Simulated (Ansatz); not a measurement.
`O[SiH2]B([SiH3])[SiH3]` → `[OH]`• + `[SiH2]B([SiH3])[SiH3]`• at 700 K and 1 bar (homolysis of the O–Si bond).

Program: Ansatz. Geometries: PBE0-D4/def2-TZVP. ΔE: electronic, gas phase. CCSD(T)/CBS adds triple-zeta CCSD(T) − MP2 to the extrapolated MP2 energy (def2 sets, frozen cores). This one scheme is used for every species. Open shells (•) are unrestricted, without spin–orbit coupling. One conformer a species, not always the lowest.

```json
{"species": "`O[SiH2]B([SiH3])[SiH3]`", "CCSD(T)/CBS energy (Eh)": "-972.60957", "H − E (kJ/mol)": "334.1", "S (J/(mol·K))": "601.3"}
{"species": "`[OH]`•", "CCSD(T)/CBS energy (Eh)": "-75.67771", "H − E (kJ/mol)": "42.8", "S (J/(mol·K))": "208.9"}
{"species": "`[SiH2]B([SiH3])[SiH3]`•", "CCSD(T)/CBS energy (Eh)": "-896.75421", "H − E (kJ/mol)": "277.7", "S (J/(mol·K))": "544.7"}
```

H − E and S are ideal-gas, rigid-rotor, harmonic terms from PBE0-D4/def2-TZVP, for one conformer and one mirror image of each species, with the whole ground term of open shells counted as degenerate. 1 Eh = 2625.50 kJ/mol, R = 8.31446 J/(mol·K).

Task: By hand: ΔE, ΔH, ΔS and ΔG.

Result: ΔE = (-75.67771) + (-896.75421) − (-972.60957) = 0.17765 Eh = 466.4 kJ/mol. Δ(H − E) = 42.8 + 277.7 − 334.1 = -13.6, so ΔH = 452.8 kJ/mol. ΔS = 208.9 + 544.7 − 601.3 = 152.3 J/(mol·K). ΔG = 452.8 − 700 × (152.3)/1000 = 346.2 kJ/mol.

Task: By hand: the equilibrium constant, and the temperature at which ΔG would vanish if ΔH and ΔS stayed fixed.

Result: log₁₀ K = −ΔG/(RT ln 10) = -25.8. ΔG = 0 at ΔH/ΔS = 2973 K, far beyond where these terms or the molecules hold.

The number of gas molecules changes by +1, which sets the sign of ΔS. A doubt of 5 kJ/mol in ΔE shifts log₁₀ K by 0.4 here. Other conformers and mirror images would add mixing entropy, several J/(mol·K) or more a flexible species. Modes under 60 cm⁻¹, often nearly free rotors, make the harmonic entropy too high. These are equilibria of isolated gas molecules and say nothing of rates. Largest T1 diagnostic: 0.016 (customary marks: 0.02 for closed shells, 0.045 for open ones).
